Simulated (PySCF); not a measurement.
Species: C₈H₉O (doublet state).
Geometry (GFN2-xTB, Å), atoms numbered from 1 in this order:
```xyz
18
C8H9O angstrom
O      3.282    0.110    1.449
C      2.309    0.028    0.741
C      2.135   -0.826   -0.441
C      0.939   -0.630   -0.992
C      0.104    0.361   -0.243
C     -1.188   -0.294    0.240
C     -2.371    0.509    0.531
C     -2.421   -0.347   -0.653
C      1.014    0.810    0.908
H      2.905   -1.495   -0.783
H      0.552   -1.126   -1.867
H     -0.163    1.199   -0.895
H     -1.003   -1.176    0.845
H     -2.505    1.563    0.648
H     -3.009   -1.254   -0.628
H     -2.396    0.109   -1.639
H      1.228    1.878    0.883
H      0.579    0.587    1.883
```

The hyperfine couplings belong to this conformer and change with its torsions.

Identity: `O=C1C=C[C@@H]([C@H]2[CH]C2)C1` [radical].

Computed, not measured: UKS B3LYP, pcH-1 on C H O, non-relativistic, mean-field spin-orbit, GIAO (PySCF 2.14.0). The structure is a single GFN2-xTB conformer in the gas phase; no vibrational or solvent corrections. Couplings are sensitive to structure, and on GFN2-xTB geometries they can be far from those on DFT ones. Stability of the SCF solution: not tested.

Mulliken spin populations: O1 +0.001, C2 0.000, C3 +0.004, C4 +0.004, C5 +0.023, C6 -0.036, C7 +0.974, C8 -0.039, C9 -0.001, H10 0.000, H11 0.000, H12 0.000, H13 +0.032, H14 -0.020, H15 +0.035, H16 +0.024, H17 0.000, H18 0.000.

Question: What dipolar couplings does the calculation give for H10, H11, H12, H13, H15, H16, H17, H18?

Answer: 
```csv
atom,position,distance from C7 (Å),T1 (MHz),T2,T3
H10,5 bonds from C7,5.79,-0.56,-0.42,0.98
H11,4 bonds from C7,4.12,-1.37,-0.85,2.22
H12,"γ, 3 bonds from C7",2.72,-3.90,-2.13,6.03
H13,"β, 2 bonds from C7",2.19,-6.43,-3.81,10.23
H15,"β, 2 bonds from C7",2.20,-6.44,-4.00,10.43
H16,"β, 2 bonds from C7",2.21,-5.36,-2.06,7.42
H17,4 bonds from C7,3.87,-1.23,-1.07,2.29
H18,4 bonds from C7,3.25,-1.87,-1.76,3.63
```

Question: Estimate them with point dipoles: put each population ρk at its nucleus, leave out the nucleus itself and the atom bound to it, and sum T = Σ [ρk/(2S)]·C·(3 n nᵀ − 1)/r³ with C = μ0 gₑ μB g_N μN/(4π h) = 79.06 MHz Å³.

Answer: 
```
atom  T1 (MHz)     T2     T3  T3, computed  difference in T3 (%)
 H10     -0.46  -0.45   0.90          0.98                    -8
 H11     -1.17  -0.99   2.17          2.22                    -3
 H12     -3.67  -3.49   7.17          6.03                   +19
 H13     -7.36  -6.80  14.16         10.23                   +38
 H15     -7.38  -6.53  13.91         10.43                   +33
 H16     -7.50  -6.29  13.79          7.42                   +86
 H17     -1.44  -1.22   2.67          2.29                   +16
 H18     -2.24  -2.05   4.28          3.63                   +18
```

In T3 the estimate is closest for H11 (-3 %, 4.12 Å from C7) and worst for H16 (+86 %, 2.21 Å).

Question: If all the spin sat on C7, T∥ = 2C/r³. What distance does the computed T3 of H10 then imply?

Answer: r = (2 × 79.06/0.98)^(1/3) = 5.44 Å, against 5.79 Å in the structure.
